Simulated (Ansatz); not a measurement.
Al7As7H20, a nanocrystal cut from zinc blende AlAs (hydrogen-capped). The state is a singlet with charge 0. Geometry PBE-D4/def2-SVP, basis def2-TZVP, Ansatz.

Cartesian coordinates in Å:
```
Al -3.592 -0.415 -1.533
Al 3.861 0.066 -1.067
Al 0.061 -2.247 -0.943
Al -0.168 1.904 -1.521
Al -2.746 2.238 1.693
Al 0.895 0.365 2.237
Al -2.506 -1.978 2.285
As 2.324 1.761 -2.053
As -1.070 -0.336 -2.013
As -3.397 -0.061 0.939
As 2.531 -1.988 -1.531
As 3.283 0.367 1.338
As -0.080 -1.765 1.470
As -0.297 2.083 0.933
H -4.042 -1.917 -1.879
H -4.205 0.875 -2.266
H 5.400 0.093 -1.492
H -0.323 -3.715 -1.437
H -0.699 3.132 -2.391
H -3.408 3.370 0.768
H -2.687 2.337 3.294
H 1.052 0.593 3.808
H -3.024 -3.387 1.717
H -2.461 -1.626 3.850
H 2.555 1.691 -3.560
H 3.004 3.107 -1.821
H -0.853 -0.534 -3.512
H -4.872 -0.087 1.347
H 2.779 -2.311 -3.002
H 3.348 -3.138 -0.947
H 4.144 -0.645 2.089
H 4.033 1.619 1.783
H 0.759 -2.851 2.142
H 0.402 3.398 1.274
```

```tsv
run	HOMO (eV)	LUMO (eV)
A	-6.77	-1.91
B	-7.13	-1.70
C	-5.95	-2.48
D	-6.19	-2.36
E	-5.80	-2.32
F	-6.96	-1.76
```

B3LYP takes the VWN-RPA correlation. Single mean-field runs in def2-TZVP are fitted with def2-universal-jkfit.

Q: The runs used B3LYP, BLYP, PBE, PBE0, r2SCAN, r2SCAN0. Estimate which is which.

A: A B3LYP (20 % exact exchange); B r2SCAN0 (25 % exact exchange); C PBE (0 % exact exchange); D r2SCAN (0 % exact exchange); E BLYP (0 % exact exchange); F PBE0 (25 % exact exchange). Exact exchange lowers occupied and raises empty levels; among semilocal functionals meta-GGAs tend to open the gap a little, and such runs are hard to tell apart. The gap grows from 3.47 eV (PBE) to 5.43 eV (r2SCAN0).
